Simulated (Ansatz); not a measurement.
Species: SnHI, charge 0, singlet. SnHI (SMILES [I][SnH]).
B3LYP-D3(BJ)/def2-TZVP minimum from Ansatz (a quantum-chemistry and plane-wave program):
```xyz
3

Sn     0.4385     0.9171     0.9699
H      0.7231     2.1797    -0.2565
I     -0.4273    -0.9063    -0.9102
```
Charge 0, spin multiplicity 1.

Total energies in def2-TZVPP, 12 correlated electrons, 18 frozen orbitals. Radicals and triplets start from unrestricted determinants; spin-orbit coupling is neglected. Cores are frozen in correlated methods (noble-gas shells, and filled d and f shells in the p block). Past Kr the def2 sets carry scalar-relativistic core potentials. Spin-orbit terms, left out, reach several kcal/mol for Br and I, and more for heavier atoms.

```tsv
method	program	energy (Eh)	minus CCSDT(Q) (mEh)
HF	Ansatz	-510.63640	259.60
MP2	Ansatz	-510.85481	41.19
CCSD	Ansatz	-510.88421	11.79
CCSD(T)	Ansatz	-510.89443	1.57
CCSDT(Q)	Ansatz	-510.89600	0.00
```

Rough core times of Ansatz's runs on a shared machine: CCSD(T) under 20 s, CCSDT(Q) 3 min.
